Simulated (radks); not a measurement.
The tungsten ion W2+ inside a hard spherical wall (all orbitals vanish at R), configuration held at [Xe] 4f14 5d4 and not refilled when levels cross. Method: scalar-relativistic Kohn-Sham, PBE, spin-polarised, spherical densities, point nucleus; open shells are filled with parallel spins first (spin-orbit coupling, left out, can overturn this in heavy ions); computed with a radial shooting solver on a logarithmic mesh with Libxc functionals. Eigenvalues in eV for spin up, with the zero of energy where the potential of the charges vanishes at infinity; a dash marks a level that is unbound or too diffuse for the functional's potential to be trusted. A positive occupied level is held by the wall or, in an anion where self-interaction has pushed it up, behind a barrier. The pressure on the wall is -dE/dV.

| R (bohr) | E (hartree) | kinetic (hartree) | e(5s) | e(5p) | e(4f) | e(5d) | e(6s, empty) | e(6p, empty) | pressure (GPa) |
|---|---|---|---|---|---|---|---|---|---|
| free | -16141.7165 | 17789.413 | -95.680 | -60.106 | -49.182 | -20.959 | -20.049 | -13.491 | 0 |
| 12 | -16141.7165 | 17789.413 | -95.680 | -60.106 | -49.182 | -20.959 | -20.049 | -13.491 | < 0.0001 |
| 8 | -16141.7165 | 17789.414 | -95.677 | -60.103 | -49.179 | -20.956 | -20.044 | -13.443 | 0.00302 |
| 7 | -16141.7162 | 17789.417 | -95.660 | -60.087 | -49.161 | -20.941 | -20.015 | -13.296 | 0.0306 |
| 6 | -16141.7142 | 17789.438 | -95.569 | -60.002 | -49.066 | -20.861 | -19.852 | -12.765 | 0.297 |
| 3 | -16141.0050 | 17793.095 | -88.474 | -53.277 | -41.007 | -11.845 | 1.495 | 19.566 | 385 |
| 2.5 | -16139.5614 | 17799.974 | -81.283 | -45.664 | -32.323 | -0.496 | 29.824 | 55.649 | 1910 |
| 1.5 | -16107.2430 | 17926.278 | 3.382 | 55.143 | 48.763 | 131.90 | 343.85 | 405.89 | 117000 |
